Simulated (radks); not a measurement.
Q: Valence configurations of O (all share [He]). All-electron calculation, scalar-relativistic Kohn-Sham, PBEsol, spin-polarised, spherical densities, finite nucleus; open shells are filled with parallel spins first; Fermi nuclear charge, rms radius 2.6991 fm. Program: a radial shooting solver on a logarithmic mesh with Libxc functionals. Order these by energy: 2s1 2p5; 2s2 2p4; 2p6; 2s1.5 2p4.5.

A: From the lowest, in eV above it: 2s2 2p4 0.000; 2s1.5 2p4.5 7.350; 2s1 2p5 14.675; 2p6 31.285. NIST lists [He] 2s2 2p4 as the ground configuration; this level of theory agrees among the configurations tried. The energies are those of spherical high-spin densities, not of single terms.
